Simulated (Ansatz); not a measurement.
Two structures of GaH$_{4}$SeBr, closed shell, reached by relaxing down either side of one saddle point (PBE0-D4/def2-TZVP). Energies are electronic, without zero-point energy. Program: Ansatz 0.2.0. Basis: def2-TZVPP and def2-QZVPP. Cores are frozen in the correlated methods. Filled d shells of the heavier atoms are correlated. The def2 sets are not built for correlating such inner shells, so the correlated values are less sure here. Extrapolation: Hartree–Fock as exp(−7.88 √X), correlation as X^−2.97. First:

```
7
angstrom
Ga -0.9128 -0.6528 -0.3274
Br 0.9155 -2.1176 -0.3268
H -1.3183 -0.1443 -1.7482
H -1.8289 -0.7807 0.9320
H 1.1600 0.8252 1.5109
Se 0.4489 1.5608 0.4573
H 1.5357 1.3094 -0.4979
```

Second:

```csv
atom,x (Å),y (Å),z (Å)
Ga1,-0.9972,-0.1141,-0.2381
Br2,1.2041,-1.9296,0.3452
H3,-0.9588,-0.2296,-1.7900
H4,-2.0112,-0.7212,0.7750
H5,1.3746,-0.5208,0.7384
Se6,0.3699,1.5971,0.7235
H7,1.0187,1.9183,-0.5541
```

Task: Which bonds change from the first to the second?

Result: GaH₂Br ([GaH2][Br]) + H₂Se → GaH₃Se ([GaH2][SeH]) + HBr (still joined by a long Ga–Br bond); bonds formed: Br2–H5; dative contacts that become bonds: Ga1–Se6; bonds broken: H5–Se6; bonds weakened to dative contacts: Ga1–Br2.

Task: Give the saddle point's structure and its height above each. (An estimate is asked for; the value comes from the calculation.)

Result: The calculation gives: 60.3 kJ/mol above the first and 5.9 kJ/mol above the second (CCSD(T) at an estimated basis limit (MP2 extrapolated from triple and quadruple zeta, plus CCSD(T) − MP2 in triple zeta)).
```
7
angstrom
Ga -0.9724 -0.1945 -0.2384
Br 1.1718 -1.8526 0.3218
H -0.9701 -0.2274 -1.7934
H -2.0029 -0.7427 0.7896
H 1.2696 -0.3705 0.7127
Se 0.4260 1.5353 0.7424
H 1.0781 1.8525 -0.5347
```

The T1 diagnostic stays at or below 0.011.

Exchanges of this kind with a chalcogen hydride build sulfide and selenide films.

Labels in which every atom is bracketed show which atoms are joined, not bond orders.

For scale, one of the runs: CCSD(T)/def2-TZVPP, 200 basis functions, launched by `ansatz run in.yaml --threads 8 --pin off --events-out ev --progress --plain --max-ram 19148MiB`. Hardware: 8 CPU threads of an Intel Xeon Platinum 8488C, shared host. Wall time 41 s; peak host memory 2.6 GiB.
